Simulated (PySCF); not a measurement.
# Shifts of the heteroatoms

Bonds (- single, = double, # triple, : aromatic): F1-C2 1.379 Å, C2-C3 1.450 Å, C3#C4 1.204 Å, C4-Si5 1.853 Å, Si5-C6 1.851 Å, C6#C7 1.211 Å, C7-Si8 1.849 Å. C2 carries H9, H10; Si5 carries H11, H12; Si8 carries H13, H14, H15.

[PySCF: PBE0/pcSseg-1 with gauge-including orbitals; GFN2-xTB structure; fast rotation and ring inversion assumed for equivalent nuclei; one computed conformer; non-relativistic Hamiltonian; in vacuum]

**Question.** Where does 19F resonate?

**Answer.** 
```tsv
atoms	environment	σ (ppm)	δ (ppm)
F1	fluorine on an sp3 carbon	420.2	-218.6
```

Shieldings were converted by a linear fit to measured shifts: 19F (scatter 6.0 ppm rms, 7.0 ppm with the 5 outliers that the fit left out vs CFCl3, solution or neat liquid, with a term for F on sp3 carbon). Occasional misses reach two or three times the rms, and more in compound classes unlike the fitted ones.

On a 500 MHz spectrometer 19F resonates near 470.5 MHz, so 1 ppm is 470.5 Hz.

**Question.** Predict the 29Si NMR data.

**Answer.** 
```tsv
atoms	environment	σ (ppm)	δ (ppm)
Si5	silicon bonded to 2 C, 2 H	442.8	-84.0
Si8	silicon bonded to C, 3 H	448.1	-88.4
```

Shieldings were converted by a linear fit to measured shifts: 29Si: δ = 279.94 − 0.822σ (rms 8.9 ppm, 72 shifts, 25.8 ppm with the 6 outliers that the fit left out vs TMS, solution or neat liquid). A few per cent of atoms miss by over 2 rms, more outside the fitted compound classes.

On a 400 MHz spectrometer 29Si resonates near 79.5 MHz, so 1 ppm is 79.5 Hz.
